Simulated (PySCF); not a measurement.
Computed structure and properties of LuH3(NH3)

System: LuH3(NH3) (singlet); start: template (C3v). Method: PySCF 2.14.0, RKS PBE0, Lu def2-SVP with ECP28, H def2-SVP, N def2-SVP; non-relativistic Hamiltonian with scalar-relativistic core potentials where named; density fitting; no spin-orbit coupling.

Input of the relaxation:

```python
mol = gto.M(atom='''
Lu     0.12048    -0.12048     0.12048
H      1.34738     1.10642     1.34738
H     -1.10642    -1.34738     1.34738
H      1.34738    -1.34738    -1.10642
N     -1.29112     1.29112    -1.29112
H     -1.90432     1.90432    -0.75412
H     -0.75412     1.90432    -1.90432
H     -1.90432     0.75412    -1.90432''',
    basis={'Lu': 'def2-SVP', 'H': 'def2-SVP', 'N': 'def2-SVP'},
    ecp={'Lu': 'def2-SVP'},
    charge=0, spin=0)
mf = dft.RKS(mol, xc='PBE0')
mf.grids.atom_grid = (50, 194)  # f atoms: unpruned, at least (60, 302)
mf = mf.density_fit()  # fitting sets: Lu def2-universal-JKFIT, H def2-universal-JKFIT, N def2-universal-JKFIT
mf.conv_tol = 1e-08; mf.max_cycle = 55
mf.kernel(dm0)  # dm0: converged density of the start geometry
# quasi-Newton relaxation in Cartesian coordinates to a largest gradient under 0.00045 Eh/bohr, steps kept in the point group
```

Run from Python with OMP_NUM_THREADS=2; the lines above give its settings. Where DIIS fails, smearing, a level shift and second-order steps follow.
It took 2.9 min on 2 threads of Intel(R) Xeon(R) Processor @ 2.50GHz (Skylake/Cascade Lake) (shared host), from the converged density of the start.

Course of the relaxation:

```csv
step,energy above end (eV),largest force component within the symmetry (eV/Å)
0,0.4683,0.947
1,0.2375,0.620
2,0.0435,0.093
3,0.0317,0.095
4,0.0055,0.066
5,0.0016,0.062
6,0.0005,0.050
7,0.0002,0.033
8,0.0000,0.011
9,0.0000,0.004
```

Relaxed geometry (C3v):

```xyz
8

Lu    0.2004   -0.2004    0.2004
H     1.1282    1.2580    1.1282
H    -1.2580   -1.1282    1.1282
H     1.1282   -1.1282   -1.2580
N    -1.1695    1.1695   -1.1695
H    -1.7784    1.7784   -0.6176
H    -0.6176    1.7784   -1.7784
H    -1.7784    0.6176   -1.7784
```

```csv
contact,Å
Lu1–H2 (H),1.962
Lu1–H3 (H),1.962
Lu1–H4 (H),1.962
Lu1–N5 (NH3),2.373
```

On the finer grid (75, 302):

```json
{
 "HOMO": "-6.37 eV",
 "LUMO": "-0.67 eV",
 "Dipole about the centre of mass": "5.66 D",
 "Set of Mulliken populations of Lu1 outside the core potential": "s 4.78, p 12.69, d 11.01, f 14.01",
 "D3(BJ) dispersion energy (not in the energies)": "-0.097 eV"
}
```

```tsv
atom	Mulliken (e)	Löwdin (e)	spin (e)
Lu1	0.52	0.18	0.00
H2	-0.25	-0.19	0.00
H3	-0.25	-0.19	0.00
H4	-0.25	-0.19	0.00
N5	-0.30	0.04	0.00
H6	0.18	0.11	0.00
H7	0.18	0.11	0.00
H8	0.18	0.11	0.00
```

On the grid (50, 194), as all that follows. Harmonic modes: a minimum; lowest 65 cm⁻¹ (negative: unstable), highest 3603 cm⁻¹, zero-point energy 1.414 eV.

Taking off one H (charge -1, singlet; the rest: singlet) in vacuum, both parts rigid, costs 9.24 eV; the small basis without counterpoise inflates it. Most of it is the attraction of opposite charges; other ways to part are cheaper, and one spin state was tried for the rest.

Rigid scan of H along the line from its metal:

distance to H2 (Å), energy (eV) and a bar:
```
     1.66      0.504 ######
     1.76      0.199 ##
     1.86      0.044 #
     1.96      0.000 
     2.06      0.035 
     2.16      0.126 #
     2.36      0.413 #####
     2.66      0.961 ###########
     3.06      1.714 ####################
     3.56      2.545 ##############################
```

Taking off one NH3 (charge 0, singlet; the rest: singlet) in vacuum, both parts rigid, costs 1.66 eV; the small basis without counterpoise inflates it.

Rigid scan of NH3 along the line from its metal:

distance to N5 (Å), energy (eV) and a bar:
```
     2.07      0.428 ###########
     2.17      0.161 ####
     2.27      0.034 #
     2.37      0.000 
     2.47      0.025 #
     2.57      0.087 ##
     2.77      0.267 #######
     3.07      0.568 ##############
     3.47      0.904 #######################
     3.97      1.187 ##############################
```

One start shape was tried, so this needn't be the lowest isomer.
